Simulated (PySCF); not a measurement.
N-methylaniline, C₇H₉N.
Atom-mapped SMILES: `[CH3:1][NH:2][c:3]1[cH:4][cH:5][cH:6][cH:7][cH:8]1` (hydrogens: H9, H10, H11 on C1; H12 on N2; H13 on C4; H14 on C5; H15 on C6; H16 on C7; H17 on C8)

Torsions of this conformer, `[CH3:1][NH:2][c:3]1[cH:4][cH:5][cH:6][cH:7][cH:8]1`: C1–N2–C3–C4 -9°.

The closed-shell ground state was solved at several levels (PySCF, density fitting, gas phase, non-relativistic). Geometry: PBE0-D3(BJ)/def2-SVP, one conformer, isolated molecule.

```tsv
level	basis functions	HOMO (eV)	LUMO (eV)	gap (eV)	dipole (D)
HF/pcSseg-1	181	-7.67	3.61	11.28	1.76
B3LYP/6-31G-J	132	-5.12	0.34	5.46	1.98
B97-2/pcSseg-1	181	-5.40	0.01	5.41	2.06
B3LYP/def2-TZVP	302	-5.43	-0.19	5.24	1.99
PBE0/def2-TZVP	302	-5.62	0.01	5.63	2.00
```

(1) Estimate the row for PBE0/def2-SVP, a basis of 157 functions; the other rows only guide the guess.

(2) Over all these levels, which gives the widest orbital gap and which the narrowest?

(3) How far do the dipole and the HOMO energy spread over the levels?

Answers

(1) HOMO -5.54 eV, LUMO 0.19 eV, gap 5.73 eV, dipole 2.07 D.

(2) HF/pcSseg-1 (Hartree–Fock, all exact exchange) has the widest, 11.28 eV, and B3LYP/def2-TZVP (global hybrid, 20 % exact exchange) the narrowest, 5.24 eV. Functional and basis both differ between the two, so the spread mixes both effects. The HOMO need not be the same orbital at Hartree–Fock and at DFT levels.

(3) The dipole runs from 1.76 to 2.07 D (mean 1.98 D) and the HOMO from -7.67 to -5.12 eV.
